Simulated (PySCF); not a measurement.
Structure problem from calculated spectra and properties.

Formula: C6H13N2; charge +1.

* Triplet: lowest triplet excitation (Tamm–Dancoff): 4.39 eV [TDA CAM-B3LYP/def2-SVPD]
* 13C NMR: chemical shifts (computed TMS as zero) by class: 155.6 (1 C), 73.4 (2 C), 59.3 (1 C), 54.4 (1 C), 54.0 (1 C) ppm [GIAO KT3/pcSseg-1]
* 1H NMR: chemical shifts (computed TMS as zero) by class: 7.53 (1 H), 7.52 (1 H), 4.49 (2 H), 3.97 (2 H), 3.70 (3 H), 3.69 (1 H), 3.06 (3 H) ppm [GIAO KT3/pcSseg-1]
* Valence photoelectron: vertical ionisation energy: 13.79 eV [ΔSCF CAM-B3LYP/def2-SVPD]
* UV, first state: lowest singlet excitation: 5.17 eV (240 nm, f = 0.001) [TDDFT CAM-B3LYP/def2-SVPD]
* Rotational structure: rotational constants A, B, C: 4.618, 1.330, 1.241 GHz [PBE0-D3(BJ)/def2-SVP]
* XPS: C1s 295.6, C1s 296.2, C1s 296.4, C1s 296.5 (×2), C1s 296.7, N1s 409.0, N1s 412.5 eV [ΔSCF SCAN, pcX-2 on the ionised atom, pcseg-1 elsewhere, spin-free X2C]
* NMR, other nuclei: isotropic shieldings of nuclei other than C and H, by class: -89 (1 N), 181 (1 N) ppm [GIAO KT3/pcSseg-1]

The electronic properties come from PySCF, for the isolated species, density fitting. Levels stand in brackets. One conformer (not necessarily the lowest) at the PBE0-D3(BJ)/def2-SVP geometry, without solvent, vibrations or thermal averaging. NMR classes are plain means over equivalent atoms (diastereotopic ones count apart unless rotation or inversion swaps them), as if these changed places fast.

Q: Give a SMILES that accounts for the data.

A: Numbering: `[CH2:1]=[N:2][CH:3]1[CH2:4][N+:5]([CH3:6])([CH3:7])[CH2:8]1`. 6 carbons fall into 5 classes; from least to most shielded: imine carbon [C1] (155.6 ppm), ring sp3 carbon bound to nitrogen [C4/C8] (73.4 ppm, 2 C), ring sp3 carbon bound to nitrogen [C3] (59.3 ppm), N-methyl carbon [C7] (54.4 ppm), N-methyl carbon [C6] (54.0 ppm). Hydrogen classes from least to most shielded: 1 H on an imine carbon, C1 (7.53 ppm), 1 H on an imine carbon, C1 (7.52 ppm), 2 H on 2 like atoms (sp3 carbon bound to nitrogen), C4/C8 (4.49 ppm), 2 H on 2 like atoms (sp3 carbon bound to nitrogen), C4/C8 (3.97 ppm), 3 H on an N-methyl carbon, C6 (3.70 ppm, a mean of values up to 2.3 ppm apart in this geometry), 1 H on an sp3 carbon bound to nitrogen, C3 (3.69 ppm), 3 H on an N-methyl carbon, C7 (3.06 ppm). The other shieldings belong to: -89 ppm, imine nitrogen [N2]; 181 ppm, ammonium nitrogen [N5]. The core levels belong to: C1s 295.6 eV, imine carbon [C1]; C1s 296.2 eV, sp3 carbon bound to nitrogen [C3]; C1s 296.4 eV, N-methyl carbon [C6]; C1s 296.5 eV, sp3 carbon bound to nitrogen [C4/C8]; C1s 296.7 eV, N-methyl carbon [C7]; N1s 409.0 eV, imine nitrogen [N2]; N1s 412.5 eV, ammonium nitrogen [N5]. The hole state at 295.6 eV has ⟨S²⟩ = 0.84 against 0.75, so that value is less sure. S1 is mainly HOMO→LUMO (weight 0.98); the largest Löwdin shares of the orbital it empties are 0.57 on the imine nitrogen, 0.14 on the imine carbon, 0.10 on an sp3 carbon bound to nitrogen and 0.06 on a hydrogen on a C=N carbon, of the orbital it fills 0.41 on the imine carbon, 0.34 on the imine nitrogen, 0.08 on a hydrogen on a C=N carbon and 0.07 on a hydrogen on a C=N carbon. The optimised geometry has point group Cs and is an asymmetric top. Structure: `N(=C)C1C[N+](C)(C)C1`. Computed isomers that give other values at the same levels: `C[N+](C)(C)C=C=CN` (rotational constant A: 4.282 GHz; this holds for the one conformer computed). The assignments are read from this structure; whether some other isomer fits the data as well wasn't checked.

Conformer computed: `[CH2:1]=[N:2][CH:3]1[CH2:4][N+:5]([CH3:6])([CH3:7])[CH2:8]1`: C1–N2–C3–C4 133°.
